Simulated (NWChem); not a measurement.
System: CH₅FOSi₂; SMILES F[Si@H]1CO[SiH2]1

```xyz
10

F      0.3160     2.1957    -0.4844
Si     0.0231     0.8934     0.4525
C     -1.4417    -0.2123    -0.1102
O     -0.7693    -1.4779    -0.1852
Si     0.9032    -1.2066    -0.0583
H     -0.0363     1.3975     1.8569
H     -2.2895    -0.2779     0.5934
H     -1.8486     0.0799    -1.0955
H      1.6372    -1.3949    -1.3465
H      1.5297    -2.0838     0.9748
```
Atoms are numbered in this order, from 1.

All runs: NWChem. Pople sets run with spherical d functions. Coordinates come from a PBE0/def2-SVP optimisation.

Task: Taking TPSS/6-311++G** as the yardstick, which of these has the fewest basis functions while keeping “dipole (D)” within 0.1 D of it: TPSS/6-31G*; TPSS/6-31+G*; TPSS/3-21G; TPSS/STO-3G; TPSS/6-311G**?

Result: TPSS/6-31+G*.
| level | basis functions | dipole (D) | relative time (rough) |
|---|---|---|---|
| TPSS/STO-3G | 38 | 1.42 | 1 |
| TPSS/3-21G | 63 | 1.07 | 1 |
| TPSS/6-31G* | 88 | 0.81 | 4 |
| TPSS/6-31+G* | 108 | 0.86 | 6 |
| TPSS/6-311G** | 136 | 0.89 | 6 |
| TPSS/6-311++G** | 161 | 0.94 | 10 |

The yardstick is one finite set, not the basis-set limit.
